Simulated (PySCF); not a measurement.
ammonium (H4N), SMILES [NH4+], charge +1. Atoms are numbered in the order given.

```xyz
5

N      0.0000     0.0000     0.0000
H      0.5912    -0.5912     0.5912
H     -0.5912    -0.5912    -0.5912
H     -0.5912     0.5912     0.5912
H      0.5912     0.5912    -0.5912
```
Charge +1, spin multiplicity 1.

Coordinates come from a r2SCAN-D4/def2-TZVPD optimisation.

Calculation: PBE/pcJ-1 in PySCF.

Isotropic couplings with Fermi-contact, spin-dipole and both spin-orbit terms, one fixed conformer, no vibrational averaging. Isotopes: 14N, 1H.

| pair | bonds apart | J (Hz) |
|---|---|---|
| N1–H2 | 1 | ? |
| N1–H3 | 1 | ? |
| N1–H4 | 1 | ? |
| N1–H5 | 1 | ? |
| H2–H3 | 2 | -11.0 |
| H2–H4 | 2 | -11.0 |
| H2–H5 | 2 | -11.0 |
| H3–H4 | 2 | -11.0 |
| H3–H5 | 2 | -11.0 |
| H4–H5 | 2 | -11.0 |

Q: What belongs in the gaps? (An estimate is asked for; the answer gives what the named calculation found.)

A: 
- N1–H2, J (Hz): 52.8
- N1–H3, J (Hz): 52.8
- N1–H4, J (Hz): 52.8
- N1–H5, J (Hz): 52.8
